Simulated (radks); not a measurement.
Species: F V. Configuration: 1s1.75 2s2 2p1 3p0.25 (fractional occupations, a model configuration).

Calculated with a radial shooting solver on a logarithmic mesh with Libxc functionals: scalar-relativistic Kohn-Sham, XLYP, spin-unpolarised, spherical densities, point nucleus.

Energy parts (Ry):
part                      energy
total                 -170.88536
kinetic                170.95300
electron-nucleus      -372.63649
Hartree                 44.90849
exchange-correlation   -14.11035

Orbitals (lengths in bohr, moments of r in powers of bohr):
orbital  occ.  eigenvalue (Ry)     <r^4>
1s       1.75        -59.06954  0.004316
2s          2         -8.99102     1.091
2p          1         -7.77258    0.9339
3s          0         -3.05390     42.32
3p       0.25         -2.72626     47.69
3d          0         -2.35123     40.88
4f          0         -1.17279     411.4

The highest occupied level is 3p at -37.093 eV. The configuration is held as typed, so some empty levels lie below it. Summed over all electrons, <r^2> = 3.737 bohr^2, which gives a Langevin (diamagnetic) susceptibility term of -2.96 x 10^-6 cm^3/mol. The density falls to 0.001 e/bohr^3 at r = 2.72 bohr.
